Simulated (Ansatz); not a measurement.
```yaml
crystal:
  periodic: [false, false, false]
  atoms:
    - {symbol: C, position_ang: [4.699089, -0.092712, -0.234508]}
    - {symbol: C, position_ang: [3.195806, -0.042370, -0.148679]}
    - {symbol: C, position_ang: [2.513801, -0.445376, 1.017625]}
    - {symbol: C, position_ang: [1.116240, -0.424311, 1.087867]}
    - {symbol: C, position_ang: [0.337438, -0.003366, -0.013320]}
    - {symbol: C, position_ang: [-1.141881, 0.020917, 0.057710]}
    - {symbol: C, position_ang: [-1.810659, 0.312646, 1.270472]}
    - {symbol: C, position_ang: [-3.204468, 0.337296, 1.344599]}
    - {symbol: C, position_ang: [-3.981182, 0.066842, 0.193313]}
    - {symbol: C, position_ang: [-5.412370, 0.089031, 0.261382]}
    - {symbol: N, position_ang: [-6.585630, 0.106570, 0.315840]}
    - {symbol: C, position_ang: [-3.326777, -0.226589, -1.026362]}
    - {symbol: C, position_ang: [-1.932187, -0.246728, -1.085565]}
    - {symbol: C, position_ang: [1.020643, 0.400292, -1.183561]}
    - {symbol: C, position_ang: [2.417724, 0.383586, -1.245921]}
    - {symbol: H, position_ang: [5.105003, 0.769192, -0.801469]}
    - {symbol: H, position_ang: [5.168371, -0.098143, 0.768782]}
    - {symbol: H, position_ang: [5.037287, -1.011715, -0.760877]}
    - {symbol: H, position_ang: [3.093475, -0.788672, 1.889552]}
    - {symbol: H, position_ang: [0.617756, -0.770839, 2.005951]}
    - {symbol: H, position_ang: [-1.222072, 0.556004, 2.167439]}
    - {symbol: H, position_ang: [-3.707413, 0.573613, 2.293489]}
    - {symbol: H, position_ang: [-3.925241, -0.445850, -1.922435]}
    - {symbol: H, position_ang: [-1.439937, -0.504140, -2.035113]}
    - {symbol: H, position_ang: [0.446907, 0.768866, -2.047556]}
    - {symbol: H, position_ang: [2.920288, 0.715957, -2.168668]}
basis:
  gaussian: {orbitals: def2-SVPD}
hamiltonian: {xc: {name: HF}}
correlation: {method: mp2, frozen_orbitals: {C: 9}}
scf: {lower_state_search: off}
output: {forces: true}
```

```sh
$ ansatz run in.yaml --threads 4 --pin off --events-out ev --progress --plain --max-ram 6963MiB
```

Shortened log:

```
Functional definition: HF
Error: "frozen_orbitals" has no count for N
```

(1) Something in this input is off. What?

Answers

(1) Frozen orbitals are typed for one element alone, and the program wants a count for each (the count typed has to fit that element's core, too). The program refused the input.
